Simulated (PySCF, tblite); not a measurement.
Isomers of C4H9ClO3Si, one GFN2-xTB conformer each. Single-point energies are computed at PBE0/pcSseg-1 (PySCF, gas phase, no added dispersion term), electronic only.

```json
{"SMILES": "CCOC(=O)O[Si@@H](C)Cl", "GFN2-xTB relative energy (kJ/mol)": "0.0"}
{"SMILES": "CO[C@@H]1O[SiH2]OC[C@@H]1Cl", "GFN2-xTB relative energy (kJ/mol)": "41.2"}
{"SMILES": "CO[C@@H]1[C@@H](Cl)[C@H]1O[SiH2]O", "GFN2-xTB relative energy (kJ/mol)": "150.7"}
{"SMILES": "C=CCO[Si](O)(O)CCl", "GFN2-xTB relative energy (kJ/mol)": "88.7"}
{"SMILES": "CO[C@@H]1[C@@H](Cl)[C@@H]1O[SiH2]O", "GFN2-xTB relative energy (kJ/mol)": "144.5"}
{"SMILES": "CO[Si@@H](Cl)OCC(C)=O", "GFN2-xTB relative energy (kJ/mol)": "9.4"}
{"SMILES": "CO[C@@H]1O[SiH2]OC[C@H]1Cl", "GFN2-xTB relative energy (kJ/mol)": "43.4"}
```

Conformers: `[CH3:1][CH2:2][O:3][C:4](=[O:5])[O:6][Si@@H:7]([CH3:8])[Cl:9]` with C1–C2–O3–C4 81°, C2–O3–C4–O5 2°, O3–C4–O6–Si7 176°, C4–O6–Si7–C8 174°; `[CH3:1][O:2][C@@H:3]1[O:4][SiH2:5][O:6][CH2:7][C@@H:8]1[Cl:9]` with C1–O2–C3–O4 -69°, O2–C3–O4–Si5 -66°, C3–O4–Si5–O6 -30°, O4–Si5–O6–C7 22°, Si5–O6–C7–C8 -38°; `[CH3:1][O:2][C@@H:3]1[C@@H:4]([Cl:5])[C@H:6]1[O:7][SiH2:8][OH:9]` with C1–O2–C3–C4 154°, C4–C6–O7–Si8 -82°, C6–O7–Si8–O9 51°, O7–Si8–O9–H 39°; `[CH2:1]=[CH:2][CH2:3][O:4][Si:5]([OH:6])([OH:7])[CH2:8][Cl:9]` with C1–C2–C3–O4 133°, C2–C3–O4–Si5 -179°, C3–O4–Si5–O6 -68°, O4–Si5–O6–H -87°, O4–Si5–O7–H -46°; `[CH3:1][O:2][C@@H:3]1[C@@H:4]([Cl:5])[C@@H:6]1[O:7][SiH2:8][OH:9]` with C1–O2–C3–C4 -82°, C4–C6–O7–Si8 -139°, C6–O7–Si8–O9 50°, O7–Si8–O9–H 14°; `[CH3:1][O:2][Si@@H:3]([Cl:4])[O:5][CH2:6][C:7]([CH3:8])=[O:9]` with C1–O2–Si3–Cl4 -177°, O2–Si3–O5–C6 -68°, Si3–O5–C6–C7 75°, O5–C6–C7–C8 -171°; `[CH3:1][O:2][C@@H:3]1[O:4][SiH2:5][O:6][CH2:7][C@H:8]1[Cl:9]` with C1–O2–C3–O4 -64°, O2–C3–O4–Si5 -77°, C3–O4–Si5–O6 -15°, O4–Si5–O6–C7 8°, Si5–O6–C7–C8 -28°.

What does PBE0/pcSseg-1 give for the same structures?

| SMILES | PBE0/pcSseg-1 E (Eh) | PBE0/pcSseg-1 (kJ/mol) | GFN2-xTB (kJ/mol) | point group |
| --- | --- | --- | --- | --- |
| CCOC(=O)O[Si@@H](C)Cl | -1132.56980 | 0.0 | 0.0 | C1 |
| CO[Si@@H](Cl)OCC(C)=O | -1132.55016 | 51.6 | 9.4 | C1 |
| C=CCO[Si](O)(O)CCl | -1132.55003 | 51.9 | 88.7 | C1 |
| CO[C@@H]1O[SiH2]OC[C@@H]1Cl | -1132.49236 | 203.3 | 41.2 | C1 |
| CO[C@@H]1O[SiH2]OC[C@H]1Cl | -1132.49182 | 204.7 | 43.4 | C1 |
| CO[C@@H]1[C@@H](Cl)[C@@H]1O[SiH2]O | -1132.45788 | 293.8 | 144.5 | C1 |
| CO[C@@H]1[C@@H](Cl)[C@H]1O[SiH2]O | -1132.45379 | 304.6 | 150.7 | C1 |

Both levels put the same isomer lowest; measured from each level's own lowest isomer, the values differ by up to 162.1 kJ/mol (CO[C@@H]1O[SiH2]OC[C@@H]1Cl: 41.2 against 203.3). As drawn, the lowest has a C=O bond, a C(=O)–O unit and an Si–C bond, which the highest lacks; the highest has a three-membered ring and an O–H bond, which the lowest lacks. Neighbours under 10 kJ/mol apart (CO[Si@@H](Cl)OCC(C)=O and C=CCO[Si](O)(O)CCl; CO[C@@H]1O[SiH2]OC[C@@H]1Cl and CO[C@@H]1O[SiH2]OC[C@H]1Cl) can change places with a better method, another conformer or zero-point energy. CO[C@@H]1O[SiH2]OC[C@@H]1Cl and CO[C@@H]1O[SiH2]OC[C@H]1Cl are stereoisomers, 1.4 kJ/mol apart in the conformers taken. CO[C@@H]1[C@@H](Cl)[C@@H]1O[SiH2]O and CO[C@@H]1[C@@H](Cl)[C@H]1O[SiH2]O are stereoisomers, 10.8 kJ/mol apart in the conformers taken.

Which frontier levels, dipoles and rotational constants go with these structures?

```json
{"SMILES": "CCOC(=O)O[Si@@H](C)Cl", "HOMO (eV, PBE0/pcSseg-1)": "-8.48", "LUMO (eV)": "0.63", "dipole (D)": "1.72", "A, B, C (MHz)": "2247, 600.1, 525.2"}
{"SMILES": "CO[Si@@H](Cl)OCC(C)=O", "HOMO (eV, PBE0/pcSseg-1)": "-7.64", "LUMO (eV)": "-0.74", "dipole (D)": "2.80", "A, B, C (MHz)": "1500, 850.8, 655.7"}
{"SMILES": "C=CCO[Si](O)(O)CCl", "HOMO (eV, PBE0/pcSseg-1)": "-7.71", "LUMO (eV)": "0.13", "dipole (D)": "1.35", "A, B, C (MHz)": "1287, 800.8, 581.5"}
{"SMILES": "CO[C@@H]1O[SiH2]OC[C@@H]1Cl", "HOMO (eV, PBE0/pcSseg-1)": "-8.14", "LUMO (eV)": "0.73", "dipole (D)": "1.54", "A, B, C (MHz)": "1628, 1046, 743.6"}
{"SMILES": "CO[C@@H]1O[SiH2]OC[C@H]1Cl", "HOMO (eV, PBE0/pcSseg-1)": "-8.00", "LUMO (eV)": "0.82", "dipole (D)": "2.47", "A, B, C (MHz)": "1579, 1080, 864.6"}
{"SMILES": "CO[C@@H]1[C@@H](Cl)[C@@H]1O[SiH2]O", "HOMO (eV, PBE0/pcSseg-1)": "-7.58", "LUMO (eV)": "0.45", "dipole (D)": "2.54", "A, B, C (MHz)": "1790, 712.4, 535.5"}
{"SMILES": "CO[C@@H]1[C@@H](Cl)[C@H]1O[SiH2]O", "HOMO (eV, PBE0/pcSseg-1)": "-7.36", "LUMO (eV)": "0.49", "dipole (D)": "1.93", "A, B, C (MHz)": "1757, 737.7, 552.1"}
```

What happens when harmonic zero-point energies from GFN2-xTB frequencies are added?

```
                            SMILES  ZPE (kJ/mol)  electronic (kJ/mol)  with ZPE (kJ/mol)
             CCOC(=O)O[Si@@H](C)Cl         341.8                  0.0                0.0
             CO[Si@@H](Cl)OCC(C)=O         340.0                 51.6               49.7
                C=CCO[Si](O)(O)CCl         339.0                 51.9               49.1
       CO[C@@H]1O[SiH2]OC[C@@H]1Cl         341.7                203.3              203.3
        CO[C@@H]1O[SiH2]OC[C@H]1Cl         340.9                204.7              203.8
CO[C@@H]1[C@@H](Cl)[C@@H]1O[SiH2]O         332.5                293.8              284.6
 CO[C@@H]1[C@@H](Cl)[C@H]1O[SiH2]O         331.8                304.6              294.6
```

The zero-point energies span 10.0 kJ/mol. The lowest isomer stays, but the order above it changes.
